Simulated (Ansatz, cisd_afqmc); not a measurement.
Species: PbCl, charge 0, doublet. PbCl (SMILES [Cl][Pb], doublet).
B3LYP-D3(BJ)/def2-TZVP minimum from Ansatz (a program for electronic structure):
```xyz
2

Pb     0.0000     0.0000    -0.4277
Cl     0.0000     0.0000     2.0631
```
Charge 0, spin multiplicity 2.

Quantity: atomisation energy (electronic, to ground-state atoms), in kJ/mol. Radicals and triplets start from unrestricted determinants; spin-orbit coupling is neglected. Cores are frozen in correlated methods (noble-gas shells, and filled d and f shells in the p block). Past Kr the def2 sets carry scalar-relativistic core potentials. AFQMC/CISD: phaseless, guided by CISD from CCSD amplitudes; bars are statistical, one sigma. Outlying blocks are dropped, and bars are widened where a walk drifts. Over all cases where full CI ran beside it in this data, AFQMC minus full CI had a median of +0.1 mEh and passed +0.4 mEh in a tenth of the cases. CBS(X,Y): correlation extrapolated as X^-3, Hartree-Fock from the larger set. A bracket is a step between two methods taken in the basis named. Spin-orbit terms, left out, reach several kcal/mol for Br and I, and more for heavier atoms. The spin of ClPb ([Cl][Pb], doublet) was assumed, and the state is the lowest solution found for it.

```
level                                                                                                            program  atomisation energy (kJ/mol)  difference against the last row
---------------------------------------------------------------------------------------------------  -------------------  ---------------------------  -------------------------------
HF/def2-SVP                                                                                                       Ansatz                        222.1                           -143.8
MP2/def2-SVP                                                                                                      Ansatz                        311.2                            -54.7
CCSD(T)/def2-SVP                                                                                                  Ansatz                        301.3                            -64.6
CCSD(T)/def2-QZVPP                                                                                                Ansatz                        356.6                             -9.3
CCSDT(Q)/def2-SVP                                                                                                 Ansatz                        303.0                            -62.9
CCSDT(Q)/def2-TZVPP                                                                                               Ansatz                        342.0                            -23.9
CCSDT(Q)/def2-QZVPP                                                                                               Ansatz                        357.0                             -8.9
CCSDTQ/def2-SVP                                                                                                   Ansatz                        302.8                            -63.1
CCSD(T)/CBS(def2-TZVPP,def2-QZVPP) + [AFQMC/CISD - CCSD(T)]/def2-SVP                                 Ansatz + cisd_afqmc                  366.3 ± 0.5                              0.4
CCSD(T)/CBS(def2-TZVPP,def2-QZVPP) + [CCSDT(Q) - CCSD(T)]/def2-QZVPP + [CCSDTQ - CCSDT(Q)]/def2-SVP               Ansatz                        365.9                              0.0
```
